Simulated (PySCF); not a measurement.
C2H7GeN, SMILES [GeH2]([CH]=C)[NH2]. Atoms are numbered in the order given.

```xyz
11

Ge    -0.2593     0.4821    -0.0262
N     -1.9247    -0.2567     0.3069
C      1.1319    -0.8038    -0.5153
C      2.2031    -1.0388     0.2521
H     -0.4856     1.4913    -1.1719
H      0.2034     1.1845     1.2676
H     -1.9112    -1.0196     0.9829
H     -2.4013    -0.5888    -0.5305
H      1.0198    -1.3669    -1.4515
H      2.3643    -0.5060     1.1970
H      2.9731    -1.7695    -0.0230
```
Charge 0, spin multiplicity 1.

The structure is a stationary point at B3LYP-D3(BJ)/def2-SVP. The structure was generated by enumeration, and PubChem lists no compound with its InChIKey, so it may never have been made. Other conformers were not sampled.

Two levels are set side by side: PBE/pcSseg-1 (PySCF) and KT2/pcSseg-1 (PySCF). GIAO shifts against GeH4 (⁷³Ge), NH3 (¹⁵N), TMS (¹H), TMS (¹³C) at the same level; non-relativistic, no solvent, atoms listed together averaged. Differences are taken from unrounded values.

```json
[
 {"quantity": "δ(⁷³Ge) of Ge1 (ppm)", "KT2": "279.5", "PBE": "287.6", "PBE minus KT2": "8.2"},
 {"quantity": "δ(¹⁵N) of N2 (ppm)", "KT2": "16.9", "PBE": "18.6", "PBE minus KT2": "1.7"},
 {"quantity": "δ(¹³C) of C3 (ppm)", "KT2": "140.5", "PBE": "150.5", "PBE minus KT2": "10.0"},
 {"quantity": "δ(¹³C) of C4 (ppm)", "KT2": "131.8", "PBE": "140.1", "PBE minus KT2": "8.3"},
 {"quantity": "δ(¹H) of H9 (ppm)", "KT2": "6.57", "PBE": "6.80", "PBE minus KT2": "0.24"}
]
```

Rough cost on one machine, each run with all the roots and properties that it gave: KT2 against PBE within a factor of 2.
